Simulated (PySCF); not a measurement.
F4Sn, SMILES [F][Sn-]([F])([F])[F] (connectivity only; charge and spin as stated), charge -1, multiplicity 2.

Coordinates come from a PBE-D3(BJ)/def2-SVPD optimisation. The def2 effective core potentials stand for the cores of Sn; spin–orbit coupling is left out.

Method: PBE-D3(BJ)/def2-SVPD (PySCF).

Frequencies are harmonic and unscaled.

Modes within 1.5 cm⁻¹ of each other (mostly degenerate sets) share a row, with their intensities summed.

### Question
Give all harmonic wavenumbers and intensities. (The exact figures need the calculation; the answer reports its results.)

### Answer

| mode | ν (cm⁻¹) | IR (km/mol) | moving atoms (share of kinetic energy) |
|---|---|---|---|
| 1–3 | 26 | 19.0 | F 83 %, Sn 17 % |
| 4–5 | 99 | 0.0 | F 100 % |
| 6 | 436 | 0.0 | F 100 % |
| 7–9 | 440 | 453.3 | F 78 %, Sn 22 % |
